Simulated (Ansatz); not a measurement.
CH$_{7}$AlB$_{2}$ (`B[CH](B)[AlH2]`) at its PBE0-D4/def2-TZVP geometry, where that method's forces vanish. Total charge 0; spin multiplicity 1.

| atom | x (Å) | y (Å) | z (Å) |
| --- | --- | --- | --- |
| B1 | 1.3219 | 0.7149 | 0.1600 |
| C2 | 0.2584 | 0.2537 | -0.8194 |
| B3 | -1.0922 | 0.6833 | -0.3354 |
| Al4 | -0.2763 | -1.3110 | 0.3828 |
| H5 | 2.4139 | 1.0091 | -0.2305 |
| H6 | 1.0808 | 0.8288 | 1.3299 |
| H7 | 0.4979 | 0.2175 | -1.8767 |
| H8 | -1.9581 | 1.2710 | -0.9032 |
| H9 | -1.4088 | 0.2923 | 0.8105 |
| H10 | 0.4295 | -1.6045 | 1.7609 |
| H11 | -1.2671 | -2.3552 | -0.2790 |

**Question.** For each bond, give half the difference of the two atoms' forces along it (eV/Å; positive pushes the atoms apart) under PBE-D4, r2SCAN-D4, B3LYP-D4, ωB97M-V in def2-TZVPP. (Best estimate.)

**Answer.** Ansatz gave: 
```
   bond  length (Å)  PBE-D4  r2SCAN-D4  B3LYP-D4  ωB97M-V
  B1–C2       1.518    0.04       0.05      0.08     0.10
  B1–H5       1.196    0.08      -0.04     -0.16    -0.16
  B1–H6       1.200    0.02      -0.05     -0.10    -0.08
  C2–B3       1.498    0.05       0.04      0.07     0.10
 C2–Al4       2.044    0.08       0.00      0.14     0.11
  C2–H7       1.085    0.06      -0.01      0.01    -0.04
 B3–Al4       2.271   -0.01      -0.01      0.22     0.25
  B3–H8       1.191    0.07      -0.04     -0.16    -0.19
  B3–H9       1.251    0.02      -0.03     -0.08    -0.06
Al4–H10       1.576    0.03      -0.02     -0.12    -0.15
Al4–H11       1.584    0.07      -0.01     -0.15    -0.16
```

B3LYP here is the variant with VWN-RPA as its local correlation; programs differ in this.
